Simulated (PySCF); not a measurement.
C₃H₉GeN, SMILES N1[CH2][GeH]([CH2]1)[CH3].

Geometry optimised at PBE0-D3(BJ)/def2-SVP. This is a generated structure with no PubChem entry under its InChIKey; it may be hypothetical.

The numbers are results of TDA-CAM-B3LYP/def2-SVPD (PySCF 2.14.0), not measurements.

Vertical excitations.  State labels are in the subgroup Cs.

Computed UV-visible absorptions:
| state | symmetry | energy (eV) | λ (nm) | f | main pairs |
|---|---|---|---|---|---|
| S1 | A' | 5.89 | 211 | 0.001 | HOMO→LUMO+2 93 % |
| S2 | A" | 6.09 | 204 | 0.001 | HOMO→LUMO+1 96 % |
| S3 | A' | 6.46 | 192 | 0.011 | HOMO→LUMO 84 % |
| S4 | A' | 7.05 | 176 | 0.025 | HOMO→LUMO+3 83 % |
| S5 | A" | 7.37 | 168 | 0.007 | HOMO−1→LUMO 59 %, HOMO−2→LUMO+1 35 % |
| S6 | A' | 7.51 | 165 | 0.135 | HOMO−1→LUMO+1 74 %, HOMO−2→LUMO 13 % |
| S7 | A" | 7.58 | 164 | 0.057 | HOMO−1→LUMO+2 92 % |
| S8 | A' | 7.59 | 163 | 0.039 | HOMO→LUMO+7 40 %, HOMO→LUMO+4 18 %, HOMO→LUMO+6 11 %, HOMO→LUMO+10 10 % |
| S9 | A" | 7.69 | 161 | 0.017 | HOMO−2→LUMO+1 43 %, HOMO−1→LUMO 25 %, HOMO→LUMO+5 22 % |
| S10 | A' | 7.71 | 161 | 0.019 | HOMO→LUMO+4 38 %, HOMO→LUMO+7 30 %, HOMO→LUMO+12 11 %, HOMO→LUMO+11 7 % |
| T1 | A' | 5.58 | 222 | 0 | HOMO→LUMO+2 88 % |
| T2 | A" | 5.99 | 207 | 0 | HOMO→LUMO+1 95 % |
| T3 | A' | 6.31 | 196 | 0 | HOMO→LUMO 78 % |
| T4 | A' | 6.49 | 191 | 0 | HOMO−1→LUMO+1 81 % |
Triplets are in the Tamm–Dancoff approximation.
